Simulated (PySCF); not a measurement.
Species: Si(SiH3)2Me2, C2H12Si3.
Cartesian coordinates in Å at the PBE0-D3(BJ)/def2-SVP level; atoms count from 1:
```xyz
17
C2H12Si3 angstrom
Si    -0.1514    0.0067   -0.1006
Si    -0.1148   -0.0276    2.2475
H     -1.5013    0.0390    2.8130
H      0.6630    1.1323    2.7880
H      0.5272   -1.2883    2.7397
Si     2.0780    0.0056   -0.8360
H      2.8335   -1.1365   -0.2291
H      2.7663    1.2779   -0.4485
H      2.1555   -0.1286   -2.3277
C     -1.0222    1.5699   -0.7099
H     -1.0187    1.6120   -1.8108
H     -0.5224    2.4747   -0.3319
H     -2.0696    1.5892   -0.3699
C     -1.0269   -1.5421   -0.7407
H     -2.0682   -1.5783   -0.3828
H     -0.5153   -2.4548   -0.3982
H     -1.0411   -1.5516   -1.8420
```

The closed-shell ground state was solved at several levels (PySCF, density fitting, gas phase, non-relativistic).

```json
{"level": "wB97X-D/pcSseg-1", "basis functions": "166", "HOMO (eV)": "-9.32", "LUMO (eV)": "1.60", "gap (eV)": "10.92", "dipole (D)": "1.25"}
{"level": "PBE0/def2-SVPD", "basis functions": "208", "HOMO (eV)": "-7.47", "LUMO (eV)": "-0.13", "gap (eV)": "7.34", "dipole (D)": "1.31"}
```

Q: Estimate the row for PBE0/pcSseg-1, a basis of 166 functions; the other rows only guide the guess.

A: HOMO -7.56 eV, LUMO -0.08 eV, gap 7.48 eV, dipole 1.28 D.

Q: Over all these levels, which gives the widest orbital gap and which the narrowest?

A: wB97X-D/pcSseg-1 (range-separated hybrid) has the widest, 10.92 eV, and PBE0/def2-SVPD (global hybrid, 25 % exact exchange) the narrowest, 7.34 eV. Functional and basis both differ between the two, so the spread mixes both effects.

Q: How far do the dipole and the HOMO energy spread over the levels?

A: The dipole runs from 1.25 to 1.31 D (mean 1.28 D) and the HOMO from -9.32 to -7.47 eV.
